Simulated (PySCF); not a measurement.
Harmonic spectrum computed at PBE0 in the def2-TZVP basis family (core potentials from Rb on, PySCF, no spin–orbit coupling):

```csv
ω (cm⁻¹),IR (km/mol)
496,31.7
609,42.7
775,14.9
817,95.4
840,0.0
1123,229
1520,1.4
2017,84.4
2026,122
```

Task: Which molecule gave it? In each, all ligands are bound to the one heavy central atom.
A. SnH₄ (singlet)
B. SbH₄ (doublet)
C. AsH₄ (doublet)
D. TeH₄ (singlet)
E. ClH₄ (doublet)

Result: B. It has C2v symmetry with Sb–H 1.696 Å (×2), Sb–H 1.830 Å (×2).
